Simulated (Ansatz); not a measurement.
Frontier orbitals of C$_{2}$H$_{9}$AlSi$_{2}$.

```json
{"atom": "Si1", "x (Å)": "0.431", "y (Å)": "2.378", "z (Å)": "0.029"}
{"atom": "Si2", "x (Å)": "-0.793", "y (Å)": "0.568", "z (Å)": "-0.773"}
{"atom": "C3", "x (Å)": "-0.940", "y (Å)": "-0.787", "z (Å)": "0.527"}
{"atom": "C4", "x (Å)": "0.074", "y (Å)": "-1.328", "z (Å)": "1.249"}
{"atom": "Al5", "x (Å)": "0.423", "y (Å)": "-1.476", "z (Å)": "-1.250"}
{"atom": "H6", "x (Å)": "1.631", "y (Å)": "1.846", "z (Å)": "0.730"}
{"atom": "H7", "x (Å)": "-0.347", "y (Å)": "3.212", "z (Å)": "0.986"}
{"atom": "H8", "x (Å)": "0.880", "y (Å)": "3.242", "z (Å)": "-1.095"}
{"atom": "H9", "x (Å)": "1.979", "y (Å)": "-1.347", "z (Å)": "-0.979"}
{"atom": "H10", "x (Å)": "-2.161", "y (Å)": "0.897", "z (Å)": "-1.250"}
{"atom": "H11", "x (Å)": "-1.858", "y (Å)": "-1.376", "z (Å)": "0.483"}
{"atom": "H12", "x (Å)": "1.022", "y (Å)": "-0.816", "z (Å)": "1.382"}
{"atom": "H13", "x (Å)": "-0.053", "y (Å)": "-2.253", "z (Å)": "1.803"}
{"atom": "H14", "x (Å)": "-0.287", "y (Å)": "-2.761", "z (Å)": "-1.843"}
```

Charge 0, multiplicity 1. The bonds changed during the relaxation, so this is another structure than the one it started from. The structure was optimised at the PBE0-D4/def2-TZVP level. It is one conformer, not always the lowest. Basis def2-TZVPP, Ansatz.

| functional | HOMO (eV) | LUMO (eV) | gap (eV) |
| --- | --- | --- | --- |
| PBE | -5.73 | -2.29 | 3.44 |
| BLYP | -5.56 | -2.10 | 3.46 |
| PBE0 | -6.62 | -1.41 | 5.21 |
| LC-ωPBE | -8.95 | 0.71 | 9.66 |
| ωB97M-V | -8.49 | 0.53 | 9.02 |

From PBE to PBE0 the HOMO moves by −0.89 eV and the LUMO by +0.87 eV, and with ωB97M-V by −2.75 and +2.82 eV, so the gap grows from 3.45 to 9.01 eV with exact exchange. A positive LUMO is unbound and depends on the basis.

LC-ωPBE has ω = 0.4 bohr⁻¹.
